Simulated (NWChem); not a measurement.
# AlNH₂F₂; SMILES [NH2][Al]([F])[F]

```xyz
6

Al    -0.0004    -0.0353     0.0000
F     -1.4295    -0.8694     0.0000
F      1.4099    -0.9007     0.0000
N      0.0195     1.7134     0.0000
H      0.8593     2.2796     0.0000
H     -0.8066     2.2995     0.0000
```
Atoms are numbered in this order, from 1.

All runs: NWChem. Pople sets run with spherical d functions. All runs use the structure optimised with PBE0/def2-SVP. Core excitations by TDA in a window of 1s orbitals, non-relativistic and unshifted: absolute energies depend strongly on the exact-exchange share.

For level N K edge, B3LYP/6-311G**:

| Quantity | Value |
|---|---|
| first 1s excitation (eV) | 386.9 |
| dipole oscillator strength of the first | 0.0028 |
| first state with f > 0.002 (eV) | 386.9 |
| dipole oscillator strength of that state | 0.0028 |

What are these values for level Al K edge, B3LYP/def2-TZVP?


* **first 1s excitation (eV)**: 1522.3
* **dipole oscillator strength of the first**: 0.0001
* **first state with f > 0.002 (eV)**: 1523.6
* **dipole oscillator strength of that state**: 0.0049
